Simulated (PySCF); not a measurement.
ScCl₂, SMILES [Cl][Sc+][Cl], charge +1. Coordinates come from a B3LYP-D3(BJ)/def2-TZVP optimisation. The spin state was assumed, not searched. The isomer is the one that the SMILES or the coordinates give; other isomers of the formula were not compared.

**Question.** Give the equilibrium geometry at B3LYP-D3(BJ)/def2-TZVP (PySCF confirms it by a frequency run) as a Z-matrix, and its point group. (An estimate is asked for; the answer gives what the named calculation found.)

**Answer.** point group C2v.
```
Sc
Cl 1 2.1959
Cl 1 2.1959 2 114.65
```
Charge +1, spin multiplicity 1.
